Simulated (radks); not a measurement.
Results of a calculation; reference values are marked as such.
Charge is removed step by step from the 4p3/2 level of Pd, starting from [Ar] 3d10 4s2 4p(1/2: 2, 3/2: 4) 4d10. Level of theory: Dirac Kohn-Sham, PBE, spin-unpolarised, spherical densities, finite nucleus; Fermi nuclear charge, rms radius 4.5318 fm (a radial shooting solver on a logarithmic mesh with Libxc functionals).

| removed (e) | E - E(0) (eV) | eigenvalue (eV) | E minus straight line (eV) |
|---|---|---|---|
| 0 | 0.000 | -49.798 | 0.000 |
| 0.125 | 6.310 | -51.167 | -0.662 |
| 0.25 | 12.794 | -52.600 | -1.148 |
| 0.375 | 19.462 | -54.092 | -1.452 |
| 0.5 | 26.320 | -55.637 | -1.565 |
| 0.625 | 33.373 | -57.232 | -1.483 |
| 0.75 | 40.629 | -58.872 | -1.198 |
| 0.875 | 48.093 | -60.555 | -0.705 |
| 1 | 55.770 | -62.277 | 0.000 |

Removing the whole electron costs 55.770 eV by Delta-SCF, against 49.798 eV from minus the eigenvalue at the starting occupation. Slater's transition state (half an electron removed) gives 55.637 eV. Integrating minus the eigenvalue over the occupation (Janak's theorem) gives 55.770 eV. The mean slope of the eigenvalue, de/dn, is 12.5 eV per electron.
